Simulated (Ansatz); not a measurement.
Two isomers of C2H8B2O: A = `BC(B)(C)O`, B = `BB(C)OC`.

Isolated molecules relaxed with PBE0-D4/def2-TZVP in Ansatz; ΔE leaves out vibrations. CCSD(T)/CBS is the MP2 limit (def2-TZVPP, def2-QZVPP) plus CCSD(T) − MP2 in def2-TZVPP, frozen cores. Functionals use def2-TZVPP. Each species was taken in one conformer, which may not be the lowest.

Problem. Which isomer does CCSD(T)/CBS put lower? Give the gap. (Estimate.)

Solution. The calculation gave: B, by 155.3 kJ/mol.

Problem. Give E(B) − E(A) in kJ/mol with CCSD/def2-TZVPP, ωB97M-V, B2PLYP, r2SCAN-D4, HF/def2-TZVPP, MP2/def2-TZVPP, CCSD(T)/def2-TZVPP. (Estimate.)

Solution. Ansatz gave: CCSD/def2-TZVPP -166.3, ωB97M-V -149.5, B2PLYP -166.3, r2SCAN-D4 -151.1, HF/def2-TZVPP -205.1, MP2/def2-TZVPP -147.7, CCSD(T)/def2-TZVPP -158.6. None reverses the order clearly.

Largest T1 diagnostic: 0.013.

In def2-TZVPP, CCSD(T) changes the Hartree–Fock value by +46.5 kJ/mol (the triples alone add +7.7 kJ/mol) and MP2 by +57.4 kJ/mol. The D4 term adds +5.2 kJ/mol with B3LYP and +2.4 kJ/mol with PBE0; it sums over pairs of atoms, weighted by their polarisabilities, and B3LYP, whose exchange is more repulsive, gets the larger term.

B3LYP here is the variant with VWN-RPA as its local correlation; programs differ in this.
